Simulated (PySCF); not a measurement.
Dipole moment and polarisability of `N#C[SiH](C#N)C#N`

Compound: C3HN3Si.
Numbering: `[N:1]#[C:2][SiH:3]([C:4]#[N:5])[C:6]#[N:7]` (hydrogens: H8 on Si3)

Structure used (PBE0-D3(BJ)/def2-SVP), in Å, numbered top down from 1:
```xyz
8
C3HN3Si angstrom
N      0.2812    2.8057   -0.5499
C      0.1752    1.7128   -0.1793
Si     0.0088   -0.0118    0.4448
C      1.4020   -1.0064   -0.2351
N      2.2841   -1.6391   -0.6407
C     -1.5658   -0.7047   -0.2124
N     -2.5645   -1.1408   -0.6065
H      0.0184   -0.0385    1.9222
```

Level: B3LYP/def2-SVPD (PySCF), static field, nuclei fixed, core orbitals frozen in the response. The polarisability tensor in these axes (au):

```
x   74.65 -0.07 -0.08
y   -0.07 74.62  0.37
z   -0.08  0.37 53.83
```

Task: Diagonalise the tensor; give its mean and Δα, where Δα² is half the sum of the squared differences of the eigenvalues.

Result: Principal values 53.82, 74.56 and 74.72 au; mean 67.70 au = 10.03 Å³ = 11.16 × 10⁻⁴⁰ C²·m²/J; Δα = 20.82 au (31 % of the mean).

Task: What is the dipole moment, and where does it point?

Result: (0.03, -0.06, 2.99) D, 2.99 D in size, pointing from the negative to the positive side. Measured along this direction, the outermost atoms are N7, N1 and N5 at the negative end and H8 at the positive end.

Task: Molar refractivity from α?

Result: Lorentz–Lorenz: R = (4π/3)N_A α = 2.5225 cm³/(mol·Å³) × 10.03 Å³ = 25.3 cm³/mol, in the limit of long wavelengths.

Task: Orientational against electronic polarisability at 250 K (dilute gas, rigid molecules)?

Result: In Gaussian units μ²/3kT = 86.57 Å³ against 10.03 Å³, a ratio of 8.63; the Debye molar polarisation (4π/3)N_A(α + μ²/3kT) is 243.7 cm³/mol, leaving out the vibrational part.

Task: Form Σ f/ω² (atomic units) for the 10 lowest TDDFT singlets, given as eV and f, and set it beside the mean polarisability, which is this sum over all singlets: 6.59, 0.0000; 6.66, 0.0013; 6.66, 0.0013; 6.78, 0.0000; 6.81, 0.0004; 6.81, 0.0004; 6.98, 0.0045; 7.00, 0.0048; 7.00, 0.0049; 7.27, 0.0017.

Result: They add up to 0.30 au, 0.4 % of the 67.70 au; the largest single term is 0.07 au, from the state at 7.00 eV. Terms in order: 0.00, 0.02, 0.02, 0.00, 0.01, 0.01, 0.07, 0.07, 0.07, 0.02 au. Higher excitations give the rest. The strengths listed sum to 0.019.

Task: What depolarisation ratio follows for Rayleigh scattering of linearly polarised light, taking the static tensor?

Result: ρ = 3Δα²/(45ᾱ² + 4Δα²) = 1300.5/(206260 + 1734.0) = 0.00625.

Geometry: PBE0-D3(BJ)/def2-SVP; no solvent, vibrations or thermal averaging.
